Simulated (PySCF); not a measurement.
Species: C5H7O3 (doublet state).
SMILES with atom numbers: `[CH3:1][CH2:2][C@H:3]1[CH:4][O:5][C:6](=[O:7])[O:8]1` (hydrogens: H9, H10, H11 on C1; H12, H13 on C2; H14 on C3; H15 on C4)

Cartesian coordinates in Å at the GFN2-xTB level; atoms count from 1:
```
atom  x, y, z in Å
C1    -2.0657    0.3204    0.0858
C2    -0.8646   -0.5576   -0.2352
C3     0.3565   -0.1656    0.6253
C4     1.5699   -0.9882    0.3769
O5     2.5203   -0.1940   -0.1778
C6     2.0635    1.0845   -0.2047
O7     2.6861    2.0107   -0.6099
O8     0.8182    1.1395    0.2905
H9    -2.3757    0.1840    1.1193
H10   -2.8988    0.0618   -0.5626
H11   -1.8156    1.3669   -0.0672
H12   -0.5949   -0.4508   -1.2875
H13   -1.0898   -1.6066   -0.0384
H14    0.0468   -0.1549    1.6821
H15    1.6395   -2.0419    0.2117
```

The hyperfine couplings belong to this conformer and change with its torsions.

Method used: UKS B3LYP, pcH-1 on C H O, non-relativistic, mean-field spin-orbit, GIAO in PySCF. One conformer (not necessarily the lowest) at the GFN2-xTB geometry, without solvent, vibrations or thermal averaging. The geometry wasn't refined by DFT: couplings that depend on bond lengths, twists or pyramidal angles can differ widely from those at the functional's own minimum. No stability test was run, so a lower SCF solution isn't excluded.

Principal values of hyperfine tensors in MHz (contact and dipolar terms together), for some of the nuclei:

```csv
atom,isotope,A1,A2,A3
C4,13C,56.68,57.97,294.44
C2,13C,52.59,52.71,66.89
H15,1H,-83.70,-47.78,-8.83
C3,13C,-28.89,-28.07,-24.33
O5,17O,-69.02,4.60,6.75
H12,1H,-8.26,-5.44,2.85
H13,1H,-7.41,-5.38,2.99
C6,13C,-4.94,-3.45,-0.20
```

Question: Give the isotropic coupling of each nucleus in MHz and in mT (g = 2.0031), and the anisotropic part.

Answer: a_iso = (A1 + A2 + A3)/3, Ti = Ai − a_iso; 1 mT corresponds to 28.035 MHz.

| atom | a_iso (MHz) | a_iso (mT) | T1 | T2 | T3 |
| --- | --- | --- | --- | --- | --- |
| C4 | 136.36 | 4.864 | -79.68 | -78.39 | 158.08 |
| C2 | 57.40 | 2.047 | -4.80 | -4.69 | 9.49 |
| H15 | -46.77 | -1.668 | -36.93 | -1.01 | 37.94 |
| C3 | -27.09 | -0.966 | -1.79 | -0.97 | 2.76 |
| O5 | -19.22 | -0.686 | -49.80 | 23.82 | 25.97 |
| H12 | -3.62 | -0.129 | -4.64 | -1.83 | 6.47 |
| H13 | -3.27 | -0.117 | -4.14 | -2.11 | 6.26 |
| C6 | -2.87 | -0.102 | -2.07 | -0.59 | 2.66 |

Question: What spin density at the nucleus of O5 lies behind its contact coupling (g_N = -0.75752)?

Answer: a_FC = 800.24 MHz bohr³ × g_N × ρ(0)/(2S). With a_FC = -19.22 MHz and 2S = 1, ρ(0) = 0.03171 bohr⁻³. The nuclear moment is negative, so coupling and spin density have opposite signs.

Question: H14 (1H, g_N = 5.58569) isn't in the table. Its spin density at the nucleus is 0.02143 bohr⁻³. What is its contact coupling?

Answer: By the same relation, a_FC = 95.8 MHz. Its full tensor has the principal values 90.59, 91.39, 105.36 MHz.

Question: Which nucleus of the table has the largest anisotropic coupling, and what is its form?

Answer: C4: -79.7, -78.4, 158.1 MHz, axial, in the ratio −1:−1:+2, the form that spin in one p orbital centred on that nucleus gives.

Question: What first-order splitting does C2 cause when the field lies along A1, A2 or A3 of its tensor (g taken as isotropic, no quadrupole term)?

Answer: 2 lines (I = 1/2), spaced by |A_i|/(g × 13.996): 1.88, 1.88, 2.39 mT along the axes of A1, A2 and A3.

On AMD EPYC 7B13, one thread, no GPU (shared host), this took 49 s of wall time (with the writing of density and orbital grids) and 1.0 GiB of memory at its peak.
